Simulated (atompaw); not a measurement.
Before and after: PAW (atompaw) potential for V (Z = 23)

vanadium (V), PAW, made with atompaw 4.2.0.5 (PBE, scalar-relativistic). Core [Ne], reference 3s2 3p6 3d3 4s1.5 4p0 (charge +0.5). Waves: 3s (bound): rc 1.40 bohr; 4s (bound): rc 1.40 bohr; 3p (bound): rc 1.70 bohr; 4p (bound, empty): rc 2.40 bohr; 3d (bound): rc 2.40 bohr; 3d channel at 0.6 Ry: rc 2.40 bohr. Local part: bessel scheme, radius 2.00 bohr. Core correction: smooth core density matched at 1.30 bohr. Augmentation charge: sinc compensation charge, radius 2.35 bohr; PAW radius 2.40 bohr; waves and projectors: custom rrkj gramschmidtortho.

All-electron outer shells of the reference configuration (PBE, scalar-relativistic, ld1.x):

| shell | level (eV) | outermost node (bohr) | outermost maximum (bohr) |
| --- | --- | --- | --- |
| 2p | -506.74 | – | 0.21 |
| 3s | -73.85 | 0.38 | 0.82 |
| 3p | -47.66 | 0.35 | 0.84 |
| 3d | -8.73 | – | 0.90 |
| 4s | -7.70 | 1.17 | 2.69 |
| 4p | -4.02 | 1.29 | 3.37 |

Change: reference 3s2 3p6 3d3 4s2 4p0.

Cutoffs: the cutoffs (Ry, on a coarse ladder) from which the occupation-weighted sum of valence levels, in a spherical-Bessel basis at the reference potential, stays within 10 and 1 mRy of its value at 400 Ry; they do not see the model core or the augmentation charge, which bear on the density cutoff.

What does the change do?

The potential gets neither clearly harder nor softer (35 Ry and 50 Ry → 35 Ry and 50 Ry); the s channel sets the loose cutoff, while the largest relative change is in d, which becomes softer; neither file shows a bound ghost.

| quantity | base | changed |
| --- | --- | --- |
| cutoff, loose | 35 Ry | 35 Ry |
| cutoff, tight | 50 Ry | 50 Ry |
| loose cutoff by channel (10 mRy a level) | s 25 Ry, p 25 Ry, d 15 Ry | s 25 Ry, p 25 Ry, d 12 Ry |
| bound ghosts | none | none |
| s: phases at 2.41 bohr within 0.05 rad from the reference energy up to (Ry; the scan ends near 5) | to the end of the scan | to the end of the scan |
| p: phases at 2.41 bohr within 0.05 rad from the reference energy up to (Ry; the scan ends near 5) | to the end of the scan | to the end of the scan |
| d: phases at 2.41 bohr within 0.05 rad from the reference energy up to (Ry; the scan ends near 5) | 1.7 | 2.3 |
| lowest overlap eigenvalue by channel | s 0.28, p 0.60, d 0.88 | s 0.28, p 0.60, d 0.15 |

 The cutoffs see the waves, projectors and local potential, not the compensation charge or the core.
